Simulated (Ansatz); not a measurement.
```yaml
atoms:
  - { symbol: O, position_ang: [0.0357, 0.0006, -0.5591] }
  - { symbol: O, position_ang: [-0.0085, -0.0486, 0.5857] }
```

Basis set: aug-cc-pVDZ (spherical functions). Left uncorrelated: 2 orbitals. Charge 0, multiplicity 3.

Computed with Ansatz (development build ahead of 0.2.0); each method stands on the lowest determinant of its kind that the runs found.

The atomization energy at this shape (free ground-state atoms in the same class of orbitals less the molecule, no zero-point energy) of triplet O2:

```csv
method,atomization energy
UHF,33.00 kcal/mol
```

(1) What does UHF-MP2 give?

Answers

(1) 112.71 kcal/mol.
